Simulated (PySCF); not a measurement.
Bonds: Nb1-C2 1.878 Å, Nb1-Cl5 2.272 Å, Nb1-Cl6 2.276 Å, Nb1-Cl7 2.300 Å. C2 carries H3, H4.

Geometry: PBE0-D3(BJ)/def2-SVP; GIAO absolute shieldings from PySCF 2.14.0 with density-fitted response routines, gas phase, scalar relativity only through the core potential, averaged over equivalent atoms.

At B3LYP/pcSseg-1 (def2-TZVP on Nb) (139 basis functions, 9.3 s wall time on 1 thread of an Arm Neoverse V2, shared host):
| atoms | σ (ppm) |
| --- | --- |
| C2 | -81.7 |
| H3/H4 | 19.31 |
| Cl5/Cl6/Cl7 | 344.9 |

Task: Estimate the result of repeating the calculation with PBE0/pcSseg-1 (def2-TZVP on Nb).

Result: 
```tsv
atoms	σ at PBE0/pcSseg-1 (def2-TZVP on Nb)	change
C2	-78.7	+3.0
H3/H4	18.83	-0.48
Cl5/Cl6/Cl7	372.8	+27.9
```

The largest change is at Cl5/Cl6/Cl7 (chlorine bonded to Nb). Cost: 139 basis functions, 9.4 s wall time on 1 thread of an Arm Neoverse V2, shared host.

Nb is described by an effective core potential, so it has no shielding of its own here; spin–orbit effects on the atoms bonded to it, which can be large, are absent, and the values of these neighbours are rough. The averaged Cl atoms aren't alike in the static structure (σ from 290 to 432 ppm); the average presumes fast exchange among these sites.
